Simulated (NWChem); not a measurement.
Molecule: C3H10Si; SMILES CCC[SiH3]

```xyz
14

Si     0.0773     1.7850     0.0000
C     -0.5838     0.0174     0.0000
C      0.4920    -1.0692     0.0000
C     -0.0755    -2.4815     0.0000
H     -1.0496     2.7696     0.0000
H      0.9217     2.0339    -1.2114
H      0.9217     2.0339     1.2114
H     -1.2418    -0.0969    -0.8804
H     -1.2418    -0.0969     0.8804
H      1.1479    -0.9386    -0.8789
H      1.1479    -0.9386     0.8789
H     -0.7037    -2.6590     0.8879
H      0.7233    -3.2393     0.0000
H     -0.7037    -2.6590    -0.8879
```
Atoms are numbered in this order, from 1.

Computed with NWChem. Pople sets run with spherical d functions. Structure relaxed at the PBE0/def2-SVP level. Ions are spin-unrestricted doublets at the neutral geometry; other ion states weren't tried.

| level | basis functions | vertical ionisation energy, ΔSCF (eV) | −ε(HOMO) (eV) | ΔSCF minus −ε(HOMO) (eV) |
|---|---|---|---|---|
| PBE0/STO-3G | 34 | 9.30 | 6.81 | 2.49 |
| PBE0/6-31G* | 80 | 10.42 | 8.38 | 2.04 |
| PBE0/6-31+G* | 96 | 10.49 | 8.50 | 1.99 |
| PBE0/6-311G** | 140 | 10.50 | 8.51 | 1.99 |
| PBE0/6-311++G** | 166 | 10.49 | 8.52 | 1.97 |
